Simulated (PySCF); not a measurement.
Species: C₅H₈F₃NSi.
Numbering: `[F:1][C:2]([F:3])=[C:4]([F:5])[C@@H:6]1[CH2:7][CH2:8][NH:9][SiH2:10]1` (hydrogens: H11 on C6; H12, H13 on C7; H14, H15 on C8; H16 on N9; H17, H18 on Si10)

Method used: PBE0-D3(BJ)/def2-SVP geometry optimisation, gas phase in PySCF.

(1) Give the optimised bond lengths and angles.

## Answers

(1) 
| bond | length (Å) |
| --- | --- |
| F1–C2 | 1.316 |
| C2–F3 | 1.310 |
| C2=C4 | 1.333 |
| C4–F5 | 1.340 |
| C4–C6 | 1.478 |
| C6–C7 | 1.544 |
| C7–C8 | 1.526 |
| C8–N9 | 1.452 |
| N9–Si10 | 1.731 |
| C6–Si10 | 1.914 |
| C6–H11 | 1.102 |
| C7–H12 | 1.102 |
| C7–H13 | 1.102 |
| C8–H14 | 1.110 |
| C8–H15 | 1.104 |
| N9–H16 | 1.011 |
| Si10–H17 | 1.495 |
| Si10–H18 | 1.499 |

A selection of angles:
| angle | degrees |
| --- | --- |
| F1–C2–F3 | 112.0 |
| F1–C2–C4 | 123.2 |
| F3–C2–C4 | 124.9 |
| C2–C4–F5 | 117.7 |
| C2–C4–C6 | 126.4 |
| F5–C4–C6 | 115.9 |
| C4–C6–C7 | 113.2 |
| C4–C6–Si10 | 116.6 |
| C7–C6–Si10 | 101.9 |
| C6–C7–C8 | 108.9 |
| C7–C8–N9 | 106.7 |
| C8–N9–Si10 | 114.2 |
| C6–Si10–N9 | 92.9 |
| H16–N9–C8 | 116.7 |
| H16–N9–Si10 | 126.4 |

Dihedral angles: F1–C2–C4–F5 -179° (antiperiplanar); C2–C4–C6–C7 -120° (anticlinal); C4–C6–C7–C8 -163° (antiperiplanar); C6–C7–C8–N9 42° (synclinal); C7–C8–N9–Si10 -27° (synperiplanar); C8–N9–Si10–C6 4° (synperiplanar); C4–C6–Si10–N9 142° (anticlinal).

Of the pairs four or more bonds apart, F1···H11 is among the closest relative to their van der Waals radii: 2.50 Å, 94 % of the sum of Bondi's values. N9 (silicon-bound nitrogen) is almost planar (angles 126.4°, 116.7° and 114.2°, sum 357.3°, 0.12 Å off the plane of its three neighbours). The 4 C–C bonds span 1.333 Å (C2=C4, drawn double) to 1.544 Å (C6–C7, drawn single), a spread of 0.211 Å. The 3 C–F bonds span 1.310 Å (C2–F3, drawn single) to 1.340 Å (C4–F5, drawn single), a spread of 0.030 Å. Si10 (SiH2 silicon) has angles from 92.9° to 115.5°. The 5-membered ring C6–C7–C8–N9–Si10 has internal angles of 92.9° to 114.2°; it is puckered, 0.17 Å rms from its mean plane, widest ring torsion 42°.

Point group: C1 (no symmetry element, even within 0.4 Å). Stationary, but not proved a minimum. One conformer, not necessarily the lowest.
